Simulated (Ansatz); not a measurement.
Reaction (cleavage of the Si–B bond): `FB(F)[Si](F)(F)F` + H₂Se → `F[Si](F)(F)[SeH]` + `FBF`

Gas-phase electronic energies from Ansatz, PBE0-D4/def2-TZVP geometries. CCSD(T)/CBS is the MP2 limit (def2-TZVPP, def2-QZVPP) plus CCSD(T) − MP2 in def2-TZVPP, frozen cores. This one scheme is used for every species. Functionals use def2-TZVPP. B3LYP here is the variant with VWN-RPA as its local correlation; programs differ in this. For Se outer-core shells are correlated without core-valence functions, which leaves a few kJ/mol of doubt a bond. Scalar relativity is left out up to krypton. Each species was taken in one conformer, which may not be the lowest.

Q: Is it downhill or uphill in electronic energy at CCSD(T)/CBS, and by how much? (Estimate.)

A: Computed: Downhill: ΔE = -93.1 kJ/mol.

Q: What do these levels give: BLYP-D4, B97M-V, PBE0-D4, B3LYP-D4, r2SCAN0-D4, BLYP, r2SCANh, r2SCAN0, CCSD/def2-SVP, HF/def2-TZVPP, SCS-MP2/def2-TZVPP, HF/def2-QZVPP? (Estimate.)

A: Computed: BLYP-D4 -81.0, B97M-V -86.9, PBE0-D4 -87.2, B3LYP-D4 -85.7, r2SCAN0-D4 -93.9, BLYP -78.2, r2SCANh -92.0, r2SCAN0 -93.8, CCSD/def2-SVP -81.2, HF/def2-TZVPP -92.3, SCS-MP2/def2-TZVPP -93.5, HF/def2-QZVPP -92.6 kJ/mol.

Largest T1 diagnostic among the species: 0.013.

From BLYP to BHLYP (50 % exact exchange), in def2-TZVPP and without D4, ΔE moves by −10.8 kJ/mol. At CCSD(T), def2-SVP lies +12.2 kJ/mol from the extrapolated value and def2-TZVPP +5.4 kJ/mol. Leaving LDA and LC-ωPBE aside and taking each functional with its dispersion term where it has one, the values spread over 12.9 kJ/mol, from r2SCAN0-D4 to BLYP-D4.
